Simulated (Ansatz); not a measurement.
## Reading a saddle point

A first-order saddle point of GeH5ClO, closed shell, PBE0-D4/def2-TZVP, with one imaginary mode of 157i cm⁻¹:

Ge1  (-0.697, -0.462, -0.077)
Cl2  (1.755, -1.200, -0.387)
H3  (-0.809, -0.783, -1.567)
H4  (-0.806, -1.559, 0.975)
H5  (-1.832, 0.569, 0.212)
H6  (1.403, 0.549, 0.234)
O7  (0.551, 1.017, 0.524)
H8  (0.434, 1.869, 0.085)
(Å)

Computed with Ansatz 0.2.0 (basis: def2-TZVPP and def2-QZVPP); correlated methods freeze the cores. Filled d shells of the heavier atoms are correlated. The def2 sets are not built for correlating such inner shells, so the correlated values are less sure here. Extrapolation: Hartree–Fock as exp(−7.88 √X), correlation as X^−2.97.

Which contacts change along the imaginary mode, and what lies on either side? (A judgement: the text doesn't fix the answer.)

By the calculation: The step is GeH₃Cl ([Cl][GeH3]) + H₂O → GeH₄O ([OH][GeH3]) + HCl, with the molecules in contact on both sides. Shortening one way: Ge1–O7, Cl2–H6; lengthening the same way: Ge1–Cl2, H6–O7.
| pair | one side (Å) | saddle (Å) | other side (Å) |
| --- | --- | --- | --- |
| Ge1–O7 | 3.25 | 2.03 | 1.80 |
| Cl2–H6 | 2.55 | 1.89 | 1.31 |
| Ge1–Cl2 | 2.17 | 2.58 | 4.17 |
| H6–O7 | 0.96 | 1.01 | 1.74 |

Which side is lower, and how far does the saddle lie above each? (Judge from chemistry; the value comes from the calculation.)

By the calculation: The side with Ge1–Cl2, H6–O7 short is lower by 9.98 kcal/mol; the saddle lies 26.51 kcal/mol above it and 16.54 kcal/mol above the other (CCSD(T) at an estimated basis limit (MP2 extrapolated from triple and quadruple zeta, plus CCSD(T) − MP2 in triple zeta); electronic energies).

No T1 diagnostic of these runs exceeds 0.012.

The step is the kind of ligand exchange by which a precursor binds to a hydroxyl group, or is hydrolysed, in atomic layer deposition of oxides.

Labels in which every atom is bracketed show which atoms are joined, not bond orders.

For scale, one of the runs: CCSD(T)/def2-TZVPP, 191 basis functions, launched by `ansatz run in.yaml --threads 4 --pin off --events-out ev --progress --plain --max-ram 9574MiB`. Hardware: 4 CPU threads of an Intel Xeon, shared host. Wall time 62 s; peak host memory 2.1 GiB.
